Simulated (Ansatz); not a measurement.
Compare A (`CCC[SiH2]O`) with its isomer B (`CCCO[SiH3]`).

Calculated with Ansatz (gas phase, PBE0-D4/def2-TZVP geometries, no zero-point term in ΔE). CCSD(T)/CBS adds triple-zeta CCSD(T) − MP2 to the extrapolated MP2 energy (def2 sets, frozen cores). Functionals use def2-TZVPP. B3LYP here is the variant with VWN-RPA as its local correlation; programs differ in this. One conformer a species, not always the lowest.

(1) Which is lower in electronic energy at CCSD(T)/CBS, and by how much? (Estimate.)

(2) Give E(B) − E(A) in kJ/mol with HF/def2-TZVPP, ωB97M-V, PBE-D4, B3LYP, B3LYP-D4, CCSD(T)/def2-TZVPP, MP2/def2-TZVPP. (Estimate.)

Largest T1 diagnostic: 0.010.

Answers

(1) Ansatz gave: A, by 76.6 kJ/mol.

(2) Ansatz gave: HF/def2-TZVPP 54.7, ωB97M-V 75.2, PBE-D4 75.4, B3LYP 64.6, B3LYP-D4 69.6, CCSD(T)/def2-TZVPP 73.0, MP2/def2-TZVPP 79.7. None reverses the order clearly.

The D4 term adds +5.0 kJ/mol with B3LYP and +2.7 kJ/mol with PBE0; it sums over pairs of atoms, weighted by their polarisabilities, and B3LYP, whose exchange is more repulsive, gets the larger term. In def2-TZVPP, CCSD(T) changes the Hartree–Fock value by +18.3 kJ/mol (the triples alone add +1.6 kJ/mol) and MP2 by +25.0 kJ/mol.
